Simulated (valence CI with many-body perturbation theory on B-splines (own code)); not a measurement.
**Level structure of Rh38+**

Computed by relativistic CI+MBPT: five valence electrons over a frozen Dirac-Fock core [He], radial functions for each j: 11 s, 11 p, 10 d, 8 f, 5 g, 2 h, with the one-electron correlation potential Σ1, the two-electron term Σ2, the three-electron term Σ3, Breit, model QED; selected CI, second order for the rest, scaled by the run's own slope (own B-spline code, finite nucleus).

No measured spectrum was set against this ion. As an estimate, large intervals hold to a few tenths of a per cent, small ones and those within an open d or f shell to about a per cent. Among the levels kept, up to 11000 cm⁻¹ of a level comes from second order outside the variational space, and about a tenth of that is noise between levels of different J, which matters for small intervals.

Levels 136 to 180 of 203, with energies above the lowest level, (2s^2 2p1/2^2 2p3/2) J=3/2. "Leading %" is the weight of the configuration and term that name the level; weights of strongly mixed levels are sums over their largest components and can fall short, so below about 35 % the name and the second component can differ from the true leading terms, or belong to a minority configuration. In the jj column 3d3/2^4 stands for four electrons in 3d with j = 3/2. Lifetimes count E1, E2, E3, M1 and M2 decay at the calculated energies, and are blank where another channel may lead or the interval is too uncertain; long ones can be off by a factor of two.

| No. | Configuration | Term | J | E (× 10³ cm⁻¹) | Leading % | g | Leading jj | Lifetime |
| --- | --- | --- | --- | --- | --- | --- | --- | --- |
| 136 | 2s.2p3.3p | 4P | 3/2 | 29578 | 32 | 1.448 | 2s 2p1/2 2p3/2^2 3p3/2 (97 %) | 45.9 fs |
| 137 | 2s.2p3.3d | 6D° | 7/2 | 29587 | 34 | 1.320 | 2s 2p1/2 2p3/2^2 3d5/2 (47 %) | 18.1 fs |
| 138 | 2s.2p3.3d | 4G° | 9/2 | 29616 | 40 | 1.322 | 2s 2p1/2 2p3/2^2 3d5/2 (91 %) | 16.2 ps |
| 139 | 2s.2p3.3p | 4P | 5/2 | 29623 | 45 | 1.335 | 2s 2p1/2 2p3/2^2 3p3/2 (94 %) | 31.7 fs |
| 140 | 2s.2p3.3p | 2P | 1/2 | 29651 | 63 | 0.717 | 2s 2p1/2 2p3/2^2 3p3/2 (89 %) | 62.1 fs |
| 141 | 2s.2p3.3d | 4D° | 7/2 | 29658 | 51 | 1.197 | 2s 2p1/2 2p3/2^2 3d3/2 (48 %) | 55.4 fs |
| 142 | 2s.2p3.3p | 4P | 3/2 | 29669 | 27 | 1.268 | 2s 2p1/2 2p3/2^2 3p3/2 (95 %) | 36.4 fs |
| 143 | 2s.2p3.3p | 2F | 7/2 | 29706 | 72 | 1.197 | 2s 2p1/2 2p3/2^2 3p3/2 (93 %) | 27.8 fs |
| 144 | 2s.2p3.3p | 2D | 5/2 | 29752 | 39 | 1.298 | 2s 2p1/2 2p3/2^2 3p3/2 (93 %) | 115 fs |
| 145 | 2s.2p3.3p | 2P | 1/2 | 29753 | 46 | 1.378 | 2s 2p1/2 2p3/2^2 3p3/2 (93 %) | 19.3 fs |
| 146 | 2s.2p3.3d | 4D° | 1/2 | 29759 | 46 | 0.950 | 2s 2p1/2 2p3/2^2 3d5/2 (88 %) | 11.8 fs |
| 147 | 2s.2p3.3d | 4F° | 9/2 | 29775 | 52 | 1.236 | 2s 2p1/2 2p3/2^2 3d3/2 (75 %) | 7.26 ps |
| 148 | 2s.2p3.3p | 2D | 5/2 | 29778 | 43 | 1.258 | 2s 2p1/2 2p3/2^2 3p3/2 (92 %) | 164 fs |
| 149 | 2s.2p3.3d | 4P° | 5/2 | 29781 | 35 | 1.320 | 2s 2p1/2 2p3/2^2 3d5/2 (69 %) | 6.15 fs |
| 150 | 2s.2p3.3p | 2P | 3/2 | 29786 | 38 | 1.230 | 2s 2p1/2 2p3/2^2 3p3/2 (94 %) | 50.4 fs |
| 151 | 2s.2p3.3d | 4D° | 3/2 | 29809 | 30 | 1.265 | 2s 2p1/2 2p3/2^2 3d5/2 (84 %) | 5.94 fs |
| 152 | 2s.2p3.3d | 4D° | 7/2 | 29813 | 52 | 1.320 | 2s 2p1/2 2p3/2^2 3d3/2 (79 %) | 6.41 fs |
| 153 | 2s.2p3.3d | 4G° | 11/2 | 29835 | 100 | 1.264 | 2s 2p1/2 2p3/2^2 3d5/2 (100 %) | 21.6 ps |
| 154 | 2s.2p3.3d | 4D° | 5/2 | 29849 | 64 | 1.333 | 2s 2p1/2 2p3/2^2 3d3/2 (79 %) | 4.59 fs |
| 155 | 2s.2p3.3d | 2G° | 9/2 | 29863 | 59 | 1.189 | 2s 2p1/2 2p3/2^2 3d5/2 (77 %) | 3.47 ps |
| 156 | 2s.2p3.3d | 4P° | 3/2 | 29870 | 50 | 1.590 | 2s 2p1/2 2p3/2^2 3d3/2 (92 %) | 4.08 fs |
| 157 | 2s.2p3.3p | 2P | 1/2 | 29872 | 62 | 1.348 | 2s 2p1/2 2p3/2^2 3p3/2 (92 %) | 58.9 fs |
| 158 | 2s.2p3.3p | 2D | 3/2 | 29885 | 41 | 1.136 | 2s 2p1/2 2p3/2^2 3p3/2 (91 %) | 39.4 fs |
| 159 | 2s.2p3.3s | 4P° | 5/2 | 29929 | 44 | 1.442 | 2s 2p3/2^3 3s (83 %) | 19.4 fs |
| 160 | 2s.2p3.3d | 2S° | 1/2 | 29939 | 46 | 1.673 | 2s 2p1/2 2p3/2^2 3d5/2 (93 %) | 9.80 fs |
| 161 | 2s.2p3.3d | 2P° | 3/2 | 29985 | 32 | 1.344 | 2s 2p1/2 2p3/2^2 3d5/2 (67 %) | 6.87 fs |
| 162 | 2s.2p3.3d | 2F° | 7/2 | 30007 | 59 | 1.127 | 2s 2p1/2 2p3/2^2 3d5/2 (75 %) | 8.64 fs |
| 163 | 2s.2p3.3d | 4F° | 3/2 | 30028 | 57 | 0.658 | 2s 2p1/2 2p3/2^2 3d3/2 (88 %) | 21.2 fs |
| 164 | 2s.2p3.3d | 2D° | 5/2 | 30032 | 45 | 1.170 | 2s 2p1/2 2p3/2^2 3d5/2 (72 %) | 9.27 fs |
| 165 | 2s.2p3.3s | 2P° | 3/2 | 30045 | 27 | 1.259 | 2s 2p3/2^3 3s (62 %) | 19.0 fs |
| 166 | 2s.2p3.3d | 4D° | 1/2 | 30106 | 54 | 0.552 | 2s 2p1/2 2p3/2^2 3d3/2 (89 %) | 10.3 fs |
| 167 | 2s.2p3.3d | 4F° | 5/2 | 30107 | 33 | 1.080 | 2s 2p1/2 2p3/2^2 3d3/2 (49 %) | 12.9 fs |
| 168 | 2s.2p3.3d | 4D° | 3/2 | 30130 | 37 | 0.871 | 2s 2p1/2 2p3/2^2 3d3/2 (90 %) | 66.5 fs |
| 169 | 2s.2p3.3d | 2F° | 5/2 | 30147 | 32 | 1.153 | 2s 2p1/2 2p3/2^2 3d5/2 (57 %) | 17.6 fs |
| 170 | 2s.2p3.3d | 2G° | 7/2 | 30165 | 41 | 1.053 | 2s 2p1/2 2p3/2^2 3d3/2 (63 %) | 1.12 ps |
| 171 | 2s.2p3.3d | 4D° | 7/2 | 30195 | 37 | 1.195 | 2s 2p1/2 2p3/2^2 3d5/2 (74 %) | 25.6 fs |
| 172 | 2s.2p3.3d | 2D° | 5/2 | 30209 | 44 | 1.232 | 2s 2p1/2 2p3/2^2 3d5/2 (56 %) | 59.1 fs |
| 173 | 2s.2p3.3d | 2D° | 3/2 | 30210 | 31 | 1.229 | 2s 2p1/2 2p3/2^2 3d5/2 (50 %) | 5.90 fs |
| 174 | 2s.2p3.3d | 4D° | 5/2 | 30249 | 39 | 1.156 | 2s 2p1/2 2p3/2^2 3d5/2 (56 %) | 16.5 fs |
| 175 | 2s.2p3.3d | 2G° | 9/2 | 30270 | 75 | 1.148 | 2s 2p1/2 2p3/2^2 3d5/2 (93 %) | 1.53 ps |
| 176 | 2s.2p3.3d | 2D° | 5/2 | 30272 | 38 | 1.057 | 2s 2p1/2 2p3/2^2 3d3/2 (82 %) | 4.19 fs |
| 177 | 2p4.3s | 4P | 5/2 | 30274 | 70 | 1.482 | 2p1/2^2 2p3/2^2 3s (94 %) | 190 fs |
| 178 | 2s.2p3.3d | 2P° | 1/2 | 30287 | 57 | 0.684 | 2s 2p1/2 2p3/2^2 3d3/2 (82 %) | 4.85 fs |
| 179 | 2s.2p3.3d | 4D° | 3/2 | 30298 | 30 | 1.124 | 2s 2p1/2 2p3/2^2 3d3/2 (86 %) | 4.73 fs |
| 180 | 2s.2p3.3d | 2F° | 7/2 | 30301 | 51 | 1.169 | 2s 2p1/2 2p3/2^2 3d5/2 (93 %) | 18.3 fs |
